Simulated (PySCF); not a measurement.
Two species compared at the same levels of theory.

First species: C₆H₁₀ClO (charge +1).
SMILES with atom numbers: `[CH:1]#[C:2][C@@H:3]([Cl:4])[CH2:5][O+:6]([CH3:7])[CH3:8]` (hydrogens: H9 on C1; H10 on C3; H11, H12 on C5; H13, H14, H15 on C7; H16, H17, H18 on C8)

Cartesian coordinates in Å at the GFN2-xTB level; atoms count from 1:
```xyz
18
C6H10ClO angstrom
C      2.6767    1.1149    0.9925
C      2.1746    0.3681    0.2023
C      1.5741   -0.5741   -0.7136
Cl     1.4801   -2.2156    0.0751
C      0.1598   -0.1674   -1.1301
O     -0.6831   -0.1454    0.0703
C     -1.7719   -1.0905    0.0194
C     -1.1208    1.1795    0.4326
H      3.1380    1.7790    1.6638
H      2.2002   -0.6899   -1.6036
H     -0.2425   -0.8933   -1.8384
H      0.1679    0.8246   -1.5892
H     -2.2689   -1.0841    0.9890
H     -2.4882   -0.8419   -0.7664
H     -1.3440   -2.0788   -0.1473
H     -1.6245    1.1168    1.3970
H     -1.8012    1.5987   -0.3119
H     -0.2352    1.8056    0.5404
```

Second species: C₈H₅OP.
SMILES: `C#Cc1ccpc(C=O)c1`

Levels: PBE0/def2-SVPD for HOMO energy, LUMO energy, HOMO–LUMO gap, static isotropic polarisability and electronic spatial extent ⟨r²⟩ about the centre of nuclear charge; TDDFT PBE0/def2-SVPD for lowest singlet excitation; TDA PBE0/def2-SVPD for lowest triplet excitation (Tamm–Dancoff); GFN2-xTB for rotational constant A and rotational constant C. Geometries: GFN2-xTB. All species are isolated and taken at one optimised geometry, non-relativistic unless stated. Electronic properties by PySCF.

The conformers computed, where there is a choice (atom-mapped SMILES and torsion angles):
- `[CH:1]#[C:2][C@@H:3]([Cl:4])[CH2:5][O+:6]([CH3:7])[CH3:8]`: C2–C3–C5–O6 -62°, C3–C5–O6–C7 -118°
- `[CH:1]#[C:2][c:3]1[cH:4][cH:5][p:6][c:7]([CH:8]=[O:9])[cH:10]1`: P6–C7–C8–O9 180°

Which has the higher LUMO energy?

The second: -2.73 eV against -4.63 eV, a difference of 1.90 eV.

Which has the higher HOMO–LUMO gap?

The first: 7.49 eV against 4.57 eV, a difference of 2.92 eV.

Which has the higher rotational constant C?

The first: 0.993 GHz against 0.601 GHz, a difference of 0.392 GHz.

Which of the two has the higher rotational constant A, and by how much?

The first: 2.002 GHz against 1.680 GHz, a difference of 0.322 GHz.

Which of the two has the higher T1 energy, and by how much?

The first: 4.92 eV against 2.67 eV, a difference of 2.25 eV.

Which has the higher static isotropic polarisability?

The second: 126.4 au against 82.7 au, a difference of 43.7 au.

Which of the two has the higher HOMO energy, and by how much?

The second: -7.30 eV against -12.12 eV, a difference of 4.82 eV.

Which of the two has the higher S1 energy, and by how much?

The first: 5.89 eV against 3.40 eV, a difference of 2.49 eV.

On the first: The vertical singlet–triplet gap S1 − T1 is 0.97 eV (TDDFT singlet less Tamm–Dancoff triplet; S1: HOMO−1→LUMO, weight 0.86; T1: HOMO→LUMO, weight 0.68). S1 lies 1.60 eV below the HOMO–LUMO gap; its leading configuration is HOMO−1→LUMO, weight 0.86. GFN2-xTB frequencies show an imaginary mode (21i cm⁻¹), so this geometry is no minimum at that level.

On the second: S1 lies 1.17 eV below the HOMO–LUMO gap; its leading configuration is HOMO−1→LUMO, weight 0.84. The polarisability is 18.73 Å³ as a volume (1 au = 0.148185 Å³), or 1.66 au for each of the 76 electrons.
